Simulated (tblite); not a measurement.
Input of a run (GFN2-xTB geometry optimisation, gas phase (tblite 0.8.0)), started from a force field or distance geometry:
```
{"job": {"kind": "relax", "xc": "GFN2-xTB", "basis": "xTB"}, "charge": 0, "multiplicity": 1}
C     -0.001000     1.744600     1.475300
C     -0.299800     0.479600     1.143400
Si     0.999600    -0.833600     0.816000
O      0.639400    -2.185800     1.702500
C      1.106500    -1.259600    -0.982300
Si     1.799100     0.201000    -1.867500
S     -2.023600    -0.015000     1.139000
C     -2.481600     0.739900    -0.434600
O     -2.050600    -1.511000     0.961500
H      1.010800     2.106000     1.544400
H     -0.785700     2.473300     1.706100
H      2.298600    -0.335900     1.297300
H     -0.307900    -2.446800     1.677700
H      0.128900    -1.529300    -1.390800
H      1.755200    -2.119300    -1.121800
H      3.128800     0.597800    -1.318700
H      0.882800     1.367200    -1.773500
H      1.968300    -0.116500    -3.306000
H     -2.394600     1.824900    -0.368500
H     -1.849500     0.350400    -1.234500
H     -3.532300     0.485200    -0.644800
```

Output (eV, eV/Å):
```
step      E/eV     max force
  0    -802.64940    2.004
  1    -802.80204    1.056
  2    -802.83091    0.542
  3    -802.84298    0.331
  4    -802.85405    0.234
  5    -802.86404    0.224
  6    -802.87303    0.204
  7    -802.87974    0.194
  8    -802.88572    0.182
  9    -802.89152    0.169
 10    -802.89713    0.186
 11    -802.90194    0.148
 12    -802.90570    0.119
 13    -802.90847    0.107
 14    -802.91065    0.110
 15    -802.91266    0.103
 16    -802.91452    0.117
 17    -802.91615    0.089
 18    -802.91747    0.086
 19    -802.91854    0.064
 20    -802.91956    0.069
 21    -802.92069    0.072
 22    -802.92196    0.100
 23    -802.92339    0.115
 24    -802.92497    0.099
 25    -802.92661    0.083
 26    -802.92815    0.105
 27    -802.92933    0.088
 28    -802.93010    0.055
 29    -802.93066    0.050
 30    -802.93117    0.064
 31    -802.93168    0.081
 32    -802.93214    0.063
 33    -802.93252    0.035
 34    -802.93285    0.049
 35    -802.93323    0.075
 36    -802.93364    0.076
 37    -802.93398    0.043
 38    -802.93420    0.035
 39    -802.93438    0.032
 40    -802.93462    0.057
 41    -802.93499    0.065
 42    -802.93546    0.055
 43    -802.93599    0.061
 44    -802.93655    0.062
 45    -802.93719    0.076
 46    -802.93786    0.075
 47    -802.93838    0.052
 48    -802.93872    0.037
 49    -802.93900    0.047
 50    -802.93943    0.071
 51    -802.94011    0.085
 52    -802.94096    0.072
 53    -802.94168    0.059
 54    -802.94221    0.053
 55    -802.94278    0.053
 56    -802.94360    0.075
 57    -802.94460    0.084
 58    -802.94552    0.066
 59    -802.94624    0.062
 60    -802.94678    0.066
 61    -802.94721    0.090
 62    -802.94769    0.051
 63    -802.94815    0.037
 64    -802.94837    0.039
 65    -802.94879    0.041
 66    -802.94916    0.043
 67    -802.94952    0.040
 68    -802.94980    0.050
 69    -802.95009    0.047
 70    -802.95044    0.045
 71    -802.95081    0.052
 72    -802.95117    0.043
 73    -802.95154    0.056
 74    -802.95190    0.053
 75    -802.95220    0.039
 76    -802.95245    0.062
 77    -802.95268    0.040
 78    -802.95298    0.047
 79    -802.95351    0.046
 80    -802.95378    0.041
 81    -802.95407    0.039
 82    -802.95433    0.044
 83    -802.95472    0.059
 84    -802.95525    0.065
 85    -802.95585    0.065
 86    -802.95635    0.049
 87    -802.95666    0.043
 88    -802.95688    0.039
 89    -802.95710    0.036
 90    -802.95757    0.052
 91    -802.95791    0.045
 92    -802.95851    0.052
 93    -802.95901    0.051
 94    -802.95951    0.051
 95    -802.96002    0.050
 96    -802.96001    0.116
 97    -802.96085    0.059
 98    -802.96121    0.052
 99    -802.96212    0.076
100    -802.96280    0.092
101    -802.96470    0.144
102    -802.96691    0.160
103    -802.96918    0.185
104    -802.97014    0.089
105    -802.97140    0.067
106    -802.97242    0.108
107    -802.97368    0.130
108    -802.97596    0.105
109    -802.97776    0.167
110    -802.97949    0.110
111    -802.97871    0.266
112    -802.98159    0.115
113    -802.98258    0.074
114    -802.98563    0.123
115    -802.98696    0.128
116    -802.98859    0.094
117    -802.99000    0.084
118    -802.99080    0.129
119    -802.99202    0.152
120    -802.99326    0.049
121    -802.99382    0.044
122    -802.99406    0.056
123    -802.99432    0.046
124    -802.99480    0.031
125    -802.99503    0.038
126    -802.99542    0.047
127    -802.99575    0.047
128    -802.99620    0.049
129    -802.99667    0.047
130    -802.99713    0.033
131    -802.99751    0.032
132    -802.99786    0.049
133    -802.99823    0.045
134    -802.99865    0.046
135    -802.99920    0.050
136    -802.99991    0.056
137    -803.00072    0.069
138    -803.00145    0.054
139    -803.00196    0.040
140    -803.00233    0.034
141    -803.00265    0.037
142    -803.00291    0.045
143    -803.00312    0.038
144    -803.00331    0.031
145    -803.00353    0.034
146    -803.00377    0.043
147    -803.00402    0.045
148    -803.00430    0.058
149    -803.00461    0.059
150    -803.00493    0.050
151    -803.00517    0.032
152    -803.00535    0.027
153    -803.00549    0.030
154    -803.00565    0.034
155    -803.00587    0.043
156    -803.00611    0.035
157    -803.00634    0.026
158    -803.00656    0.029
159    -803.00679    0.029
160    -803.00705    0.032
161    -803.00728    0.032
162    -803.00744    0.025
163    -803.00751    0.020
164    -803.00758    0.017
165    -803.00768    0.021
166    -803.00784    0.030
167    -803.00803    0.032
168    -803.00821    0.027
169    -803.00840    0.029
170    -803.00861    0.032
171    -803.00885    0.038
172    -803.00909    0.034
173    -803.00924    0.026
174    -803.00934    0.018
175    -803.00944    0.032
176    -803.00960    0.044
177    -803.00978    0.043
178    -803.00996    0.032
179    -803.01012    0.028
180    -803.01030    0.041
181    -803.01053    0.052
182    -803.01078    0.040
183    -803.01100    0.027
184    -803.01114    0.029
185    -803.01126    0.037
186    -803.01136    0.034
187    -803.01146    0.018
188    -803.01153    0.019
189    -803.01159    0.022
190    -803.01166    0.025
191    -803.01174    0.017
192    -803.01181    0.013
193    -803.01187    0.015
194    -803.01192    0.016
195    -803.01197    0.017
196    -803.01201    0.018
197    -803.01205    0.014
198    -803.01209    0.014
199    -803.01212    0.013
200    -803.01216    0.015
201    -803.01221    0.021
202    -803.01228    0.023
203    -803.01236    0.025
204    -803.01244    0.021
205    -803.01250    0.014
206    -803.01254    0.012
207    -803.01258    0.015
208    -803.01261    0.015
209    -803.01264    0.011
210    -803.01267    0.010
211    -803.01269    0.011
212    -803.01272    0.014
213    -803.01275    0.015
214    -803.01280    0.016
215    -803.01288    0.025
216    -803.01298    0.029
217    -803.01308    0.033
218    -803.01318    0.029
219    -803.01326    0.017
220    -803.01333    0.015
221    -803.01339    0.019
222    -803.01344    0.017
223    -803.01347    0.013
224    -803.01350    0.015
225    -803.01352    0.012
226    -803.01355    0.013
227    -803.01356    0.011
228    -803.01357    0.007
```

Summarise the run.

The energy falls by 8.4 kcal/mol over 228 L-BFGS steps, the largest force on an atom goes from 2.00 to 0.007 eV/Å, and the atoms move by 0.747 Å rms after alignment. The bond that changes most is C5–Si6 (sp3 carbon bound to silicon to SiH3 silicon), which lengthens by 0.050 Å. Bonds longer at the end by more than 0.005 Å: 5 of 20; shorter: 10. Among the angles that change most is Si3–C5–Si6, from 107.8° to 117.9°. Among the dihedrals that turn most is H12–Si3–O4–H13, from 162° to 92°. The energy rose by more than 1e-5 eV at step 111. The first step brought 42 % of the lowering.

What are the final bond lengths?

C1=C2 1.321 Å, C2–Si3 1.904 Å, Si3–O4 1.614 Å, Si3–C5 1.898 Å, C5–Si6 1.893 Å, C2–S7 1.817 Å, S7–C8 1.845 Å, S7=O9 1.481 Å, C1–H10 1.077 Å, C1–H11 1.081 Å, Si3–H12 1.468 Å, O4–H13 0.980 Å, C5–H14 1.091 Å, C5–H15 1.089 Å, Si6–H16 1.465 Å, Si6–H17 1.468 Å, Si6–H18 1.466 Å, C8–H19 1.084 Å, C8–H20 1.084 Å, C8–H21 1.086 Å. Numbering counts from 1 in the input's order; the species is `C[S@@](=O)C(=C)[Si@@H](O)C[SiH3]`.

Its lowest GFN2-xTB frequency is 14 cm⁻¹, too small to tell a flat minimum from a shallow saddle. The numbers are those of one conformer. 3 starts were optimised and ended at 0.00, 4.09 and 5.62 kcal/mol (GFN2-xTB); the lowest of these is shown.

All values are computed, not measured.
